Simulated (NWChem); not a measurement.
System: C3H7NSi; SMILES C[C@H]([SiH3])C#N

Output (shortened):

```
             Northwest Computational Chemistry Package (NWChem) 7.3.0
             --------------------------------------------------------

                             Geometry "geometry" -> ""
                             -------------------------

 Output coordinates in angstroms (scale by  1.889725989 to convert to a.u.)

  No.       Tag          Charge          X              Y              Z
 ---- ---------------- ---------- -------------- -------------- --------------
    1 C                    6.0000    -1.80245700     0.11949100     0.20854500
    2 C                    6.0000    -0.39983300     0.12063600    -0.44765000
    3 Si                  14.0000     0.64125400    -1.41398200     0.05942400
    4 C                    6.0000     0.34491300     1.33677200    -0.12984400
    5 N                    7.0000     0.94970400     2.28941500     0.14990400
    6 H                    1.0000    -2.38703200     0.98670500    -0.11514600
    7 H                    1.0000    -1.72727600     0.15098400     1.29993900
    8 H                    1.0000    -2.34870200    -0.78652300    -0.07289300
    9 H                    1.0000    -0.51298500     0.07772900    -1.54007000
   10 H                    1.0000     0.82962800    -1.41538700     1.53168700
   11 H                    1.0000     1.95729600    -1.38498900    -0.62514500
   12 H                    1.0000    -0.11086600    -2.63055000    -0.34861500

 Effective nuclear repulsion energy (a.u.)     201.6747480529

                                 NWChem DFT Module
                                 -----------------

 Summary of "ao basis" -> "ao basis" (spherical)
 ------------------------------------------------------------------------------
       Tag                 Description            Shells   Functions and Types
 ---------------- ------------------------------  ------  ---------------------
 C                          def2-svp                 6       14   3s2p1d
 Si                         def2-svp                 8       18   4s3p1d
 N                          def2-svp                 6       14   3s2p1d
 H                          def2-svp                 3        5   2s1p

 in cosmo_initialize ...
 calling solv_data for solv:h2o

 solvent parameters
 solvname_short: h2o
 solvname_long:  water
 dielec:       78.4000
 dielecinf:     1.7769
 aqueous SMD model solvent descriptors
 dielec:       78.4000
 sola:          0.8200

          ---------------
          -cosmo- solvent
          ---------------
 Cosmo: York-Karplus, doi: 10.1021/jp992097l
 dielectric constant -eps-     =  78.40
 screen = (eps-1)/(eps    )    =   0.98724
 surface charge correction     = lagrangian

   van der Waals surface
 --------------------------

 ---------- ATOMIC COORDINATES (A.U.) ------------ VDWR(ANG.) --
     1   -3.40614984    0.22580525    0.39409291     1.850
     2   -0.75557481    0.22796898   -0.84593584     1.850
     3    1.21179435   -2.67203853    0.11229508     2.470
     4    0.65179106    2.52613279   -0.24536958     1.850
     5    1.79468033    4.32636702    0.28327748     1.890
     6   -4.51083641    1.86460208   -0.21759439     1.200
     7   -3.26407835    0.28531839    2.45652851     1.200
     8   -4.43840321   -1.48631295   -0.13774780     1.200
     9   -0.96940109    0.14688651   -2.91031030     1.200
    10    1.56776959   -2.67469360    2.89446873     1.200
    11    3.69875312   -2.61724971   -1.18135275     1.200
    12   -0.20950636   -4.97101870   -0.65878683     1.200
 number of segments per atom =        128
 number of   points per atom =        128
 atom (   nspa,  nppa )
 ----------------------
    1 (     52,     0 )       0
    2 (     13,     0 )       0
    3 (     91,     0 )       0
    4 (     40,     0 )       0
    5 (     92,     0 )       0
    6 (     54,     0 )       0
    7 (     53,     0 )       0
    8 (     53,     0 )       0
    9 (     51,     0 )       0
   10 (     34,     0 )       0
   11 (     34,     0 )       0
   12 (     32,     0 )       0
 number of -cosmo- surface points =      599
 molecular surface =    135.126 angstrom**2
 molecular volume  =    121.582 angstrom**3
 -lineq- algorithm             =   0
 -bem- low  level              =   3
 -bem- from -octahedral-
 gaussian surface charge width =   4.50000
 degree of switching           =   1.00000
 switching function tolerance  =   0.00010
 atomic radii =
 --------------
    1  6.000  1.850
    2  6.000  1.850
    3 14.000  2.470
    4  6.000  1.850
    5  7.000  1.890
    6  1.000  1.200
    7  1.000  1.200
    8  1.000  1.200
    9  1.000  1.200
   10  1.000  1.200
   11  1.000  1.200
   12  1.000  1.200
 ...... end of -cosmo- initialization ......

 nat:                    12
 ixmem:                  7844
 calling mnsol_interface()
 G(SMD-CDS) energy (kcal/mol)  =     5.013
 SMD-CDS SASA (angstrom**2)    =   162.083

            General Information
            -------------------
          SCF calculation type: DFT
          Wavefunction type:  closed shell.
          No. of atoms     :    12
          No. of electrons :    46
           Alpha electrons :    23
            Beta electrons :    23
          Charge           :     0
          Spin multiplicity:     1
          Use of symmetry is: off; symmetry adaption is: off
          Maximum number of iterations: 150
          AO basis - number of functions:   109
                     number of shells:    53
          Convergence on energy requested:  1.00D-06
          Convergence on density requested:  1.00D-05
          Convergence on gradient requested:  5.00D-04

              XC Information
              --------------
                       M06-2X Method XC Functional
                     Hartree-Fock (Exact) Exchange  0.540
                        M06-2X Exchange Functional  1.000
                      M06-2X Correlation Potential  1.000

             Grid Information
             ----------------
          Grid used for XC integration:  medium
          Radial quadrature: Mura-Knowles
          Angular quadrature: Lebedev.
          Tag              B.-S. Rad. Rad. Pts. Rad. Cut. Ang. Pts.
          ---              ---------- --------- --------- ---------
          C                   0.70       49          11.0       434
          Si                  1.10       88          11.0       590
          N                   0.65       49          12.0       434
          H                   0.35       45          12.0       434
          Grid pruning is: on
          Number of quadrature shells:   599
          Spatial weights used:  Erf1

      Superposition of Atomic Density Guess
      -------------------------------------

 Sum of atomic energies:        -459.35211057

      Non-variational initial energy
      ------------------------------

 Total energy =    -461.995897
 1-e energy   =   -1029.142254
 2-e energy   =     365.471610
 HOMO         =      -0.344838
 LUMO         =       0.034867

   convergence    iter        energy       DeltaE   RMS-Dens  Diis-err
 ---------------- ----- ----------------- --------- --------- ---------
     COSMO gas phase
 d= 0,ls=0.0,diis     1   -462.3336946079 -6.64D+02  1.11D-02  6.32D-01
 d= 0,ls=0.0,diis     2   -462.2295528869  1.04D-01  6.89D-03  1.80D+00
 d= 0,ls=0.0,diis     3   -462.4309031993 -2.01D-01  1.08D-03  6.55D-03
 d= 0,ls=0.0,diis     4   -462.4318890800 -9.86D-04  3.31D-04  7.77D-04
 d= 0,ls=0.0,diis     5   -462.4313062478  5.83D-04  1.56D-04  7.81D-05
  Resetting Diis
 d= 0,ls=0.0,diis     6   -462.4313192851 -1.30D-05  5.58D-05  9.56D-06
 d= 0,ls=0.0,diis     7   -462.4313207073 -1.42D-06  1.27D-05  7.31D-07
 d= 0,ls=0.0,diis     8   -462.4313207261 -1.89D-08  5.14D-06  6.83D-07

   convergence    iter        energy       DeltaE   RMS-Dens  Diis-err
 ---------------- ----- ----------------- --------- --------- ---------
     COSMO solvation phase
 d= 0,ls=0.0,diis     1   -462.4316746245 -3.54D-04  1.54D-03  5.20D-03
 d= 0,ls=0.0,diis     2   -462.4326548309 -9.80D-04  4.40D-04  9.21D-03
 d= 0,ls=0.0,diis     3   -462.4335865468 -9.32D-04  2.60D-04  1.32D-04
 d= 0,ls=0.0,diis     4   -462.4336262100 -3.97D-05  5.30D-05  1.95D-05
 d= 0,ls=0.0,diis     5   -462.4336291456 -2.94D-06  1.65D-05  1.19D-06
 d= 0,ls=0.0,diis     6   -462.4336293380 -1.92D-07  3.20D-06  8.92D-08

         Total DFT energy =     -462.433629337953
      One electron energy =    -1032.566675499383
           Coulomb energy =      415.234392272718
    Exchange-Corr. energy =      -46.501227187369
 Nuclear repulsion energy =      201.674748052940

             COSMO energy =       -0.274866976859

 Numeric. integr. density =       46.000015964585

                                COSMO-SMD solvation results
                                ---------------------------

             internal energy in gas <Psi(g)|H|Psi(g)> =      -462.431320726133
         internal energy in solvent <Psi(s)|H|Psi(s)> =      -462.428821805721
                               delta internal energy  =         0.002498920412 (    1.57 kcal/mol)
   total free energy in solvent <Psi(s)|H+V/2|Psi(s)> =      -462.441618111863
 polarization energy contribution <Psi(s)|V/2|Psi(s)> =        -0.012796306141 (   -8.03 kcal/mol)
    total free energy in solvent including G(SMD-CDS) =      -462.433629337953
                       G(SMD-CDS) energy contribution =         0.007988773910 (    5.01 kcal/mol)
     1 M fixed-concentration free energy of solvation =        -0.002308611819 (   -1.45 kcal/mol)

                       DFT Final Molecular Orbital Analysis
                       ------------------------------------

 Vector   21  Occ=2.000000D+00  E=-4.060481D-01
              MO Center=  6.3D-01, -1.5D+00, -2.6D-01, r^2= 3.4D+00
   Bfn.  Coefficient  Atom+Function         Bfn.  Coefficient  Atom+Function
  ----- ------------  ---------------      ----- ------------  ---------------
   105     -0.318720  12 H  s               100      0.294374  11 H  s
    36      0.249837   3 Si px               39      0.184596   3 Si px
   106     -0.170517  12 H  s               101      0.157249  11 H  s
    33     -0.139433   3 Si px               37      0.133804   3 Si py
    64      0.105441   5 N  px               40      0.102637   3 Si py

 Vector   22  Occ=2.000000D+00  E=-3.938802D-01
              MO Center=  2.9D-01,  8.3D-01,  4.9D-03, r^2= 4.0D+00
   Bfn.  Coefficient  Atom+Function         Bfn.  Coefficient  Atom+Function
  ----- ------------  ---------------      ----- ------------  ---------------
    66      0.295268   5 N  pz               52     -0.228354   4 C  pz
    20      0.198071   2 C  pz               64     -0.198403   5 N  px
    69     -0.186806   5 N  pz               90     -0.178670   9 H  s
     4      0.170352   1 C  px               50      0.148711   4 C  px
    95     -0.148171  10 H  s                55     -0.144504   4 C  pz

 Vector   23  Occ=2.000000D+00  E=-3.592287D-01
              MO Center=  3.6D-02,  3.9D-01, -1.0D-01, r^2= 3.8D+00
   Bfn.  Coefficient  Atom+Function         Bfn.  Coefficient  Atom+Function
  ----- ------------  ---------------      ----- ------------  ---------------
    19      0.243371   2 C  py               64     -0.211246   5 N  px
    18     -0.208917   2 C  px               17     -0.190286   2 C  s
    37     -0.187910   3 Si py               21     -0.175889   2 C  px
    22      0.159693   2 C  py               75     -0.157178   6 H  s
    65      0.151085   5 N  py               66     -0.151267   5 N  pz

 Vector   24  Occ=0.000000D+00  E= 5.205571D-02
              MO Center=  1.7D-01, -3.1D-01,  4.5D-04, r^2= 6.0D+00
   Bfn.  Coefficient  Atom+Function         Bfn.  Coefficient  Atom+Function
  ----- ------------  ---------------      ----- ------------  ---------------
    17      0.857438   2 C  s                 3      0.818002   1 C  s
    39      0.817685   3 Si px               40     -0.609029   3 Si py
    86     -0.373797   8 H  s                32     -0.365906   3 Si s
    49     -0.344741   4 C  s               101     -0.342046  11 H  s
    76     -0.328750   6 H  s                67     -0.324544   5 N  px

 Vector   25  Occ=0.000000D+00  E= 6.352505D-02
              MO Center=  3.9D-01,  2.3D-02, -4.8D-02, r^2= 5.4D+00
   Bfn.  Coefficient  Atom+Function         Bfn.  Coefficient  Atom+Function
  ----- ------------  ---------------      ----- ------------  ---------------
    17      0.870139   2 C  s                40     -0.824843   3 Si py
   106     -0.823095  12 H  s                91     -0.613409   9 H  s
    49     -0.398593   4 C  s                 3      0.340757   1 C  s
    31      0.340789   3 Si s                55     -0.310871   4 C  pz
    39     -0.306781   3 Si px               81     -0.299345   7 H  s

 Vector   26  Occ=0.000000D+00  E= 7.221795D-02
              MO Center=  4.7D-01,  6.1D-01, -6.4D-02, r^2= 4.7D+00
   Bfn.  Coefficient  Atom+Function         Bfn.  Coefficient  Atom+Function
  ----- ------------  ---------------      ----- ------------  ---------------
    17     -0.765860   2 C  s                 3      0.755769   1 C  s
    40      0.739227   3 Si py               69      0.429365   5 N  pz
   106      0.376533  12 H  s                23     -0.360690   2 C  pz
    55     -0.356652   4 C  pz               53      0.350654   4 C  px
    39     -0.334705   3 Si px                7      0.332332   1 C  px

     Multipole analysis of the density
     ---------------------------------

     L   x y z        total         alpha         beta         nuclear
     -   - - -        -----         -----         ----         -------
     0   0 0 0     -0.000000    -23.000000    -23.000000     46.000000

     1   1 0 0     -1.135632     -0.739106     -0.739106      0.342579
     1   0 1 0     -1.558363     -1.430683     -1.430683      1.303004
     1   0 0 1     -0.461290     -0.039147     -0.039147     -0.382996

     2   2 0 0    -29.335769   -107.924611   -107.924611    186.513453
     2   1 1 0     -3.824390     -0.677359     -0.677359     -2.469672
     2   1 0 1     -0.091698      1.460423      1.460423     -3.012544
     2   0 2 0    -36.614310   -175.501609   -175.501609    314.388907
     2   0 1 1     -0.803595      0.231548      0.231548     -1.266692
     2   0 0 2    -28.196304    -29.649805    -29.649805     31.103307
```

Level: M06-2X/def2-SVP, SMD on the gas-phase geometry. Geometry: optimised at B3LYP/6-31G* (spherical d). Solvent: water.

Task: Reconstruct the input file.

Result: One answer among several that fit: the input that was run:
```
start job
memory heap 200 mb stack 900 mb global 1100 mb
geometry units angstroms noautosym nocenter noautoz
  C     -1.802457     0.119491     0.208545
  C     -0.399833     0.120636    -0.447650
  Si     0.641254    -1.413982     0.059424
  C      0.344913     1.336772    -0.129844
  N      0.949704     2.289415     0.149904
  H     -2.387032     0.986705    -0.115146
  H     -1.727276     0.150984     1.299939
  H     -2.348702    -0.786523    -0.072893
  H     -0.512985     0.077729    -1.540070
  H      0.829628    -1.415387     1.531687
  H      1.957296    -1.384989    -0.625145
  H     -0.110866    -2.630550    -0.348615
end
basis spherical
  C library def2-svp
  Si library def2-svp
  N library def2-svp
  H library def2-svp
end
dft
  xc m06-2x
  iterations 150
end
cosmo
  do_cosmo_smd true
  solvent water
end
task dft energy
```
